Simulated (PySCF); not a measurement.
# The Ge–H bond energy of GeH₃⁺

Method: PBE0/[Ge def2-TZVP, H def2-TZVP], no relativity, density fitting, PySCF.

Each entry is the lowest minimum that a search over a few typed start shapes (and spin states, where more than one is plausible) found, or that minimum re-optimised at the stated level; isomers with ligand–ligand bonds, or fragments after loss of a ligand pair, can lie lower.

Total energies (Eh), which compare only within these settings: H atom -0.50106.

```
species  2S+1  group       E (Eh)  ZPE (kJ/mol)
  GeH₂⁺     2    C2v  -2077.54715          29.6
  GeH₃⁺     1    D3h  -2078.18542          55.3
```

Task: What are De and D0 for GeH₃⁺ → GeH₂⁺ + H?

Result: De = [(-2077.54715) + (-0.50106) − (-2078.18542)] × 2625.5 = 360 kJ/mol. The zero-point energy changes by -25.6 kJ/mol, so D0 = 335 kJ/mol.

Atoms and open shells are unrestricted, without spin–orbit or basis-set superposition corrections.
